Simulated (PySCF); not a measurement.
C₂H₅InO₂, SMILES CC(=O)[O][InH2].

Coordinates come from a PBE-D3(BJ)/def2-SVP optimisation. The def2 effective core potentials stand for the cores of In; spin–orbit coupling is left out.

These are PBE-D3(BJ)/def2-SVP run with PySCF values and carry that method's errors.

Frequencies are harmonic and unscaled.

A small imaginary wavenumber (i) marks a very flat motion, where grid noise or a shallow saddle decides the sign.

Task: Give all harmonic wavenumbers and intensities. (Estimate from the structure and the level; the computed values follow.)

Result: 
| mode | ν (cm⁻¹) | IR (km/mol) | moving atoms (share of kinetic energy) |
|---|---|---|---|
| 1 | 9i | 0.7 | H 93 % |
| 2 | 120 | 3.6 | O 44 %, C 28 %, H 25 % |
| 3 | 219 | 13.3 | O 56 %, C 23 %, H 13 %, In 8 % |
| 4 | 273 | 0.0 | H 88 %, O 12 % |
| 5 | 290 | 37.7 | In 34 %, O 31 %, C 30 % |
| 6 | 386 | 43.5 | H 89 % |
| 7 | 452 | 5.7 | O 59 %, H 27 %, C 13 % |
| 8 | 535 | 54.8 | H 91 % |
| 9 | 546 | 186.6 | H 98 % |
| 10 | 601 | 9.5 | C 44 %, H 34 %, O 21 % |
| 11 | 695 | 30.0 | O 55 %, C 34 %, H 11 % |
| 12 | 950 | 5.6 | O 65 %, C 26 %, H 9 % |
| 13 | 977 | 2.8 | H 65 %, C 25 %, O 10 % |
| 14 | 1013 | 8.3 | H 49 %, C 48 % |
| 15 | 1306 | 0.5 | H 77 %, C 20 % |
| 16 | 1378 | 35.0 | H 94 % |
| 17 | 1394 | 28.0 | H 91 % |
| 18 | 1458 | 246.3 | C 69 %, O 24 % |
| 19 | 1565 | 207.5 | C 68 %, O 27 % |
| 20 | 1766 | 58.5 | H 100 % |
| 21 | 1794 | 224.8 | H 99 % |
| 22 | 2994 | 1.0 | H 97 % |
| 23 | 3084 | 2.1 | H 91 %, C 9 % |
| 24 | 3123 | 1.5 | H 90 %, C 10 % |
